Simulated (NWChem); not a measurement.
System: arsenic trifluoride (AsF$_{3}$); SMILES [As](F)(F)F

```xyz
4

F     -1.4566    -0.3932    -0.5050
As     0.0000     0.0000     0.3839
F      1.0688    -1.0648    -0.5050
F      0.3878     1.4580    -0.5050
```
Atoms are numbered in this order, from 1.

Computed with NWChem. Pople sets run with spherical d functions. All runs use the structure optimised with PBE-D3(BJ)/def2-SVP. Vzz is the largest principal value of the second derivative of the potential at the nucleus (NWChem prints the opposite sign); η is the asymmetry. Non-relativistic.

Problem. Estimate the computed values for PBE/6-31G*. Quantities: Vzz As2 (a.u.); η As2.

Solution. 
```json
{
  "Vzz As2 (a.u.)": "-2.197",
  "η As2": "0.00"
}
```
